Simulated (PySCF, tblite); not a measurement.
Isomers of CH8N2OSi2, one GFN2-xTB conformer each. Single-point energies are computed at PBE0/pcSseg-1 (PySCF, gas phase, no added dispersion term), electronic only.

Question: Rank them by PBE0/pcSseg-1 energy, lowest first (kJ/mol).
A. `[NH2:1][SiH2:2][SiH2:3][NH:4][CH:5]=[O:6]` with H–N1–Si2–Si3 171° and -53°, N1–Si2–Si3–N4 -173°, Si2–Si3–N4–C5 0°, Si3–N4–C5–O6 -1°
B. `[CH3:1][O:2][SiH:3]1[NH:4][SiH2:5][NH:6]1` with C1–O2–Si3–N4 48°, O2–Si3–N4–Si5 -126°, Si3–N4–Si5–N6 7°, N4–Si5–N6–Si3 -7°, O2–Si3–N6–Si5 125°

Answer: B (0.0), A (176.1).

As drawn, the lower has a four-membered ring and an Si–O bond, which the higher lacks; the higher has a C=O bond, a C(=O)–N unit and an Si–Si bond, which the lower lacks. GFN2-xTB itself gives, in the same order: 0.0, 182.0. Both levels put the same isomer lowest.

Which frontier levels, dipoles and rotational constants go with these structures?

| SMILES | HOMO (eV, PBE0/pcSseg-1) | LUMO (eV) | dipole (D) | A, B, C (MHz) |
| --- | --- | --- | --- | --- |
| CO[SiH]1N[SiH2]N1 | -6.95 | 0.23 | 1.05 | 5071, 1519, 1502 |
| N[SiH2][SiH2]NC=O | -6.93 | -0.28 | 2.70 | 3970, 1576, 1161 |

What happens when harmonic zero-point energies from GFN2-xTB frequencies are added?

| SMILES | ZPE (kJ/mol) | electronic (kJ/mol) | with ZPE (kJ/mol) |
| --- | --- | --- | --- |
| CO[SiH]1N[SiH2]N1 | 254.6 | 0.0 | 0.0 |
| N[SiH2][SiH2]NC=O | 246.0 | 176.1 | 167.4 |

The zero-point energies span 8.6 kJ/mol. The order is unchanged.
